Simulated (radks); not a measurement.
Valence configurations of the ytterbium ion Yb3+ (all share [Xe]). All-electron calculation, Dirac Kohn-Sham, LDA (Slater exchange, Perdew-Wang correlation), spin-unpolarised, spherical densities, finite nucleus; open shells fill j = l - 1/2 first; Fermi nuclear charge, rms radius 5.3108 fm. Program: a radial shooting solver on a logarithmic mesh with Libxc functionals. Energies are relative to 4f13; eigenvalues in eV.

| valence | E (eV) | e(4f5/2) | e(4f7/2) | e(5d3/2) | e(6p1/2) | e(6s1/2) |
|---|---|---|---|---|---|---|
| 4f13 | 0.000 | -37.047 | -35.647 | - | - | - |
| 4f12 5d1 | 12.664 | -44.542 | -43.069 | -27.622 | - | - |
| 4f12.5 6s0.5 | 6.585 | -42.344 | -40.906 | - | - | -25.824 |
| 4f12 6p1 | 21.016 | -48.985 | -47.508 | - | -21.839 | - |
| 4f12 6s1 | 15.177 | -47.933 | -46.457 | - | - | -27.098 |
| 4f11 6s2 | 39.243 | -59.922 | -58.368 | - | - | -29.386 |
| 4f11.5 5d1 6s0.5 | 22.548 | -50.272 | -48.760 | -29.795 | - | -26.776 |
| 4f12 5d0.5 6p0.5 | 16.696 | -46.756 | -45.281 | -29.237 | -20.919 | - |
| 4f11 5d1 6p1 | 40.773 | -57.290 | -55.739 | -32.806 | -22.478 | - |
| 4f11 5d1 6s1 | 34.716 | -56.257 | -54.707 | -31.981 | - | -27.962 |

NIST lists [Xe] 4f13 as the ground configuration; this level of theory agrees among the configurations tried. The energies are those of spherical spin-averaged densities, not of single terms.
